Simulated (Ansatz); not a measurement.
Molecule: pyrimidine, C₄H₄N₂, net charge 0, singlet state. 
Structure (B3LYP-D3(BJ)/def2-TZVP (Ansatz, a first-principles code) minimum search):
```
C
H 1 1.0812
C 1 1.3872 2 121.69
N 3 1.3327 1 122.14 2 -180.00
C 4 1.3317 3 116.11 1 0.00
N 5 1.3317 4 126.86 3 0.00
C 6 1.3327 5 116.11 4 0.00
H 5 1.0847 6 116.57 7 180.00
H 7 1.0850 6 116.65 5 180.00
H 3 1.0850 4 116.65 5 -180.00
```

Dipole moments at this geometry, in debye (magnitudes).

| level | program | dipole (D) |
|---|---|---|
| SVWN5/def2-TZVPD | Ansatz | 2.37 |
| PBE/def2-TZVPD | Ansatz | 2.30 |
| r2SCAN/def2-TZVPD | Ansatz | 2.32 |
| BHLYP/def2-TZVPD | Ansatz | 2.39 |
| r2SCANh/def2-TZVPD | Ansatz | 2.33 |
| HSE06/def2-TZVPD | Ansatz | 2.34 |
| CAM-B3LYP/def2-TZVPD | Ansatz | 2.40 |
| LC-wPBE/def2-TZVPD | Ansatz | ___ |
| wB97M-V/def2-TZVPD | Ansatz | 2.35 |
| CCSD(T)/aug-cc-pVDZ | Ansatz | ___ |

**Question.** Some entries are withheld; supply them.

**Answer.** 
- LC-wPBE/def2-TZVPD, dipole (D): 2.40
- CCSD(T)/aug-cc-pVDZ, dipole (D): 2.34
